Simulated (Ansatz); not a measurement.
`[CH3][Hf]([OH])([OH])[F]`, charge 0, multiplicity 1.

Problem. Give a relaxed structure at PBE0-D4/def2-TZVP (Ansatz 0.2.0). (Best estimate.)

Solution. Ansatz gave: 
```xyz
10

C     1.4689   -0.5599   -0.1442
Hf   -0.4312    0.5450    0.1888
O    -1.2591    0.6811   -1.5343
O    -1.4078   -0.4835    1.4777
F     0.0680    2.2646    0.8777
H     1.2875   -1.5622   -0.5473
H     2.1165   -0.0332   -0.8542
H     2.0293   -0.6786    0.7900
H    -1.8310    0.7469   -2.2912
H    -2.0410   -0.9200    2.0370
```
Point group Cs.
This is one stationary point; other conformers may exist.
